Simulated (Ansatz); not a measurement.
`OC#C[O][GaH2]`. The species carries charge 0 and has multiplicity 1.

```tsv
atom	x (Å)	y (Å)	z (Å)
O1	0.316	2.598	-1.201
C2	-0.082	1.398	-0.825
C3	-0.468	0.351	-0.389
O4	-0.917	-0.787	0.045
Ga5	0.004	-1.809	1.236
H6	0.566	2.575	-2.130
H7	1.378	-1.234	1.677
H8	-0.796	-3.092	1.587
```

(1) List the harmonic frequencies (cm⁻¹, unscaled) at PBE0-D4/def2-TZVP in Ansatz. (Estimate.)

(2) Is this a minimum?

(3) Give the ideal-gas thermochemistry at 298.15 K and 1 bar (rigid rotor, harmonic oscillator; point group C1, symmetry number 1).

(4) Rotational constants (cm⁻¹)?

Results:

(1) Ansatz gave: 85, 94, 150, 257, 299, 371, 430, 480, 592, 615, 704, 893, 1247, 1394, 2025, 2051, 2466, 3814.

(2) Yes, all 18 modes are real.

(3) Zero-point energy 107.5 kJ/mol; H(298) − E = 129.0 kJ/mol; entropy 354.3 J/(mol·K), of which translation 169.4, rotation 113.1, vibration 71.8; G(298) − E = 23.4 kJ/mol. Modes under 100 cm⁻¹ are hindered rotations or soft bends, so the harmonic entropy is rough.

(4) 0.6905, 0.03636, 0.03463.
